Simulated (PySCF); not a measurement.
Radial density of S⁺ (sulfur, charge +1)

PBE, [Ne] 3s2 3p3, high-spin 4S determinant. Calculation: PySCF 2.14, in x2c-TZVPall (5s5p2d1f, 37 functions); the spin-free X2C one-electron Hamiltonian (Gaussian nucleus).

| r (bohr) | 4πr²ρ (e/bohr) | 4πr²(ρα − ρβ) |
| --- | --- | --- |
| 0.00170 | 0.1069 | 0.0000 |
| 0.00286 | 0.2862 | 0.0000 |
| 0.00480 | 0.7324 | 0.0001 |
| 0.00808 | 1.816 | 0.0001 |
| 0.0136 | 4.211 | 0.0004 |
| 0.0229 | 8.715 | 0.0014 |
| 0.0385 | 14.82 | 0.0065 |
| 0.0647 | 18.39 | 0.0304 |
| 0.109 | 14.87 | 0.1210 |
| 0.183 | 12.29 | 0.3144 |
| 0.308 | 17.41 | 0.3666 |
| 0.518 | 12.18 | 0.0197 |
| 0.871 | 3.298 | 0.5440 |
| 1.47 | 3.325 | 1.8134 |
| 2.46 | 1.311 | 0.8995 |
| 4.14 | 0.07451 | 0.0608 |
| 6.97 | 0.0002468 | 0.0002 |

Densities and radii are taken from the X2C orbitals without a picture-change correction, which distorts them close to the nucleus.
